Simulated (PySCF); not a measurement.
## Telling isomers of C4H2N2O apart by NMR

How the numbers were obtained: PBE0/pcSseg-1 with gauge-including orbitals, couplings computed with B3LYP/pcJ-1, structure optimised with GFN2-xTB, in PySCF 2.14 (isolated molecule, relativity neglected, one computed conformer, fast rotation and ring inversion assumed for equivalent nuclei).

δ = σ(ref) − σ, references computed at the same level: ¹H and ¹³C vs TMS. Multiplet labels drop J under 1 Hz and among equivalent protons, and merge close values. Unscaled 3J(H,H) run several per cent high. Shifts are as computed. Against solution values, carbons near 30 ppm lie about +3 ppm off and those near 130 ppm about +5 ppm. Of 1211 compounds with measured shifts, 218 miss one by over three times the rms of a fit or turn the order of signals round; such compounds aren't used in these exercises.

(1) Tabulate the signals of `N#Cc1ccno1`, `C#Cc1ncon1` and their relative energies.

(2) What is the quickest way to tell N#Cc1ccno1 from C#Cc1ncon1?

Results:

(1) 
```tsv
SMILES	carbon types	δC	δH	E rel. (kcal/mol)
N#Cc1ccno1	2×C 2×CH	154.1, 152.1, 124.1, 114.1	8.55 (d, 1H), 7.14 (d, 1H)	0.0
C#Cc1ncon1	2×C 2×CH	171.4, 160.1, 95.3, 76.2	8.68 (s, 1H), 3.04 (s, 1H)	25.8
```

Energies are electronic energies at PBE0/pcSseg-1 on these geometries, without zero-point or thermal terms, each for the one conformer computed, which needn't be the lowest.

(2) Both give the same number of carbon signals, with the same numbers of each carbon type, so the positions decide. The first has a nitrile carbon (C) at 114.1 ppm, the second an alkyne carbon (C) at 76.2 ppm. Their most deshielded carbons lie at 154.1 and 171.4 ppm.
